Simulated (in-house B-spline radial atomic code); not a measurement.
Ionising the vanadium ion V⁷⁺ with different functionals

Computed with a B-spline radial code for spherical atoms: non-relativistic Hamiltonian, point nucleus, spin-polarised at highest spin, spherical fractional occupations for the functionals, and exact exchange of hybrids averaged over the configuration. The ionisation energy is the difference of two self-consistent energies, [Ne] 3s2 3p4 → [Ne] 3s2 3p3, without Breit or QED terms; ε is the level of the shell that loses the electron (its least bound occupied spin orbital).

```json
{"method": "PBE0", "rung": "global hybrid", "ΔSCF (eV)": "173.02", "-ε(3p) (eV)": "164.73"}
{"method": "B3LYP", "rung": "global hybrid", "ΔSCF (eV)": "173.27", "-ε(3p) (eV)": "164.24"}
{"method": "TPSSh", "rung": "global hybrid", "ΔSCF (eV)": "?", "-ε(3p) (eV)": "?"}
{"method": "M06-2X", "rung": "global hybrid", "ΔSCF (eV)": "?", "-ε(3p) (eV)": "?"}
{"method": "BHandHLYP", "rung": "global hybrid", "ΔSCF (eV)": "173.00", "-ε(3p) (eV)": "167.58"}
{"method": "r2SCAN0", "rung": "global hybrid", "ΔSCF (eV)": "172.54", "-ε(3p) (eV)": "164.57"}
{"method": "B97-1", "rung": "global hybrid", "ΔSCF (eV)": "173.08", "-ε(3p) (eV)": "164.30"}
{"method": "HSE06", "rung": "range-separated hybrid", "ΔSCF (eV)": "173.05", "-ε(3p) (eV)": "164.31"}
{"method": "wB97X", "rung": "range-separated hybrid", "ΔSCF (eV)": "173.05", "-ε(3p) (eV)": "167.27"}
{"method": "CAM-B3LYP", "rung": "range-separated hybrid", "ΔSCF (eV)": "173.21", "-ε(3p) (eV)": "166.24"}
{"method": "LC-wPBE", "rung": "range-separated hybrid", "ΔSCF (eV)": "173.25", "-ε(3p) (eV)": "167.49"}
```

Question: What does M06-2X give?

Answer: ΔSCF 173.54 eV, and -ε(3p) = 168.50 eV.

Question: What does TPSSh give?

Answer: ΔSCF 172.87 eV, and -ε(3p) = 162.92 eV.

Question: Among the functionals, which spreads more, the ΔSCF values or the orbital energies?

Answer: The orbital energies: ΔSCF values span about 1.01 eV and the orbital energies 5.57 eV; here energy differences depend much less on the functional than eigenvalues do.

Question: How do they compare with the NIST value?

Answer: NIST lists 173.6 eV ± 0.21 (semi-empirical, ground level to ground level). Errors run from -1.01 to -0.01 eV; M06-2X is closest (-0.01 eV), but part of that can be cancellation, since the calculations leave out relativity, Breit-QED terms, multiplet and fine-structure energies.
